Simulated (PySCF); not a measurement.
Gas-phase reaction: 2 GeCl4 + 2 O → Ge2O2 + 4 Cl2

Method: PySCF energies (xtb for GFN2) plus ideal-gas RRHO corrections (1 bar). † marks an energy on the PBE0/def2-TZVP geometry and frequencies; other levels use their own. MP2 and CCSD(T) freeze the core. 6-31G* has spherical d functions here. Open shells (unrestricted): O (multiplicity 3, electronic degeneracy 9); the rest are closed-shell singlets. GFN2 has no spin-polarisation term. Spin-orbit splitting is ignored; it lowers the true energy and changes the entropy of O. B3LYP is the form with VWN-RPA correlation. Ge: all electrons, no relativistic terms. Ge2O2: computed as isolated molecules; such fragments, hydroxides, amides, oligomers or adducts are transient or little studied in the gas. MP2 isn't extrapolated to the basis-set limit; its ΔH°(298 K) is 443.5 kJ in def2-SVP and 310.1 kJ in def2-TZVPP. CCSD(T) isn't extrapolated to the basis-set limit; its ΔH°(298 K) is 429.7 kJ in def2-SVP and 318.7 kJ in def2-TZVPP. The harmonic model lacks anharmonicity and excited electronic states, which grow with temperature; levels with a mode under 35 cm⁻¹ are left out.

```
level               ΔE electronic, kJ  ΔH°(298 K), kJ  ΔS°(298 K), J/K  ΔG°(1200 K), kJ
------------------  -----------------  --------------  ---------------  ---------------
B3LYP/6-31G*                      258             254              169               74
BLYP/def2-TZVP†                    70              68              167             -110
CCSD(T)/def2-SVP†                 432             430              167              253
GFN2-xTB                         -718            -721              151             -879
HF/def2-TZVP†                     778             776              167              599
MP2/def2-SVP†                     446             443              167              266
PBE/def2-TZVP†                    118             116              167              -61
PBE0/def2-SVP†                    380             377              167              200
PBE0/def2-TZVP                    275             273              167               96
LDA/def2-TZVP†                     14              11              167             -166
ωB97X-V/def2-TZVP†                286             283              167              106
```
ΔH° is lowest at GFN2-xTB and highest at HF/def2-TZVP†. No reference value is set beside these.
